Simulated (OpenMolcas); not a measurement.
Sb: CASPT2 settings compared

```json
{"Program": "OpenMolcas 26.06", "Basis": "ANO-R2 [7s6p4d2f1g]", "Scalar Hamiltonian": "X2C, finite nucleus", "Active space": "5 electrons in 8 orbitals (5s 5p 6s 6p)", "State averaging": "2S+1 = 4 odd, 1 root; 2S+1 = 2 odd, 8 roots", "Spin-orbit coupling": "RASSI with atomic mean-field integrals over the reference wave functions, term energies averaged over their components"}
```

Methods on the same reference wave functions:
A. CASSCF
B. SS-CASPT2, IPEA 0.75 Eh, no level shift (closed shells correlated: 4s 4p 4d)
C. SS-CASPT2, IPEA 0 Eh, imaginary shift 0.1 Eh (closed shells correlated: none)
D. SS-CASPT2, IPEA 0.35 Eh, no level shift (closed shells correlated: 4d)

Energies in cm⁻¹ above 5s² 5p³ ⁴S°_3/2, the measured ground level; measured values from NIST Handbook of Basic Atomic Spectroscopic Data.

| Level | A | B | C | D | Measured |
| --- | --- | --- | --- | --- | --- |
| 5s² 5p³ ⁴S°_3/2 | 0.0 | 0.0 | 0.0 | 0.0 | 0.0 |
| 5s² 5p³ ²D°_3/2 | 11754 | 10410 | 10280 | 10580 | 8512 |
| 5s² 5p³ ²D°_5/2 | 13187 | 11540 | 11470 | 11690 | 9854 |
| 5s² 5p³ ²P°_1/2 | 18090 | 18640 | 18060 | 19000 | 16395 |
| 5s² 5p³ ²P°_3/2 | 19824 | 20070 | 19550 | 20400 | 18464 |

Deviations, from unrounded energies. A percentage is the sum of absolute deviations over the sum of measured energies, with the sign that they share, or ± where signs differ.

| Against measurement | Levels | A | B | C | D |
| --- | --- | --- | --- | --- | --- |
| mean absolute deviation (cm-1) | 4 | 2400 | 1900 | 1500 | 2100 |
| other terms of the ground configuration (%) | 4 | +18.1 | +14.0 | +11.5 | +15.9 |

C lies closest to measurement on these levels and A furthest from it. The largest miss of C in the table is 5s² 5p³ ²D°_3/2, by +1800 cm-1. The ranking rests on the paired levels alone, and a cruder setting can come out closer through cancelling errors.

Among B to D the level of the table that moves most is 5s² 5p³ ²P°_1/2, by 940 cm-1 (lowest in C, highest in D). Moves below CASPT2's spread within the term are not significant.

From A to B the spin-free energies of the other terms of 5s² 5p³ shown, above ⁴S°, scale by factors of 0.87 to 1.03.

The lowest spin-free term lies below A's lowest term by 0.703 hartree in B, 0.054 hartree in C, 0.508 hartree in D.

CASPT2 breaks the degeneracy within a term, and the mean is taken; among the terms shown or strongly mixed into the levels shown the widest spread is 140 cm-1 (5s² 5p³ ²D°, B). Active for correlation alone: 6p 6s; no level in the range computed is led by a configuration that fills them, so any true level of that kind is missing. Some terms miss by over 15 % even with CASPT2, which points to a basis or an active space too small for the shells correlated (holds for B; C; D). Measured partners are found by configuration, term and J. A level has none where our copy of the source lacks it or the pairing is in doubt (some pairs that miss far off the trend of their configuration count as doubtful), and it then counts in no deviation. Levels of configurations outside the active space are missing.

° marks odd parity.
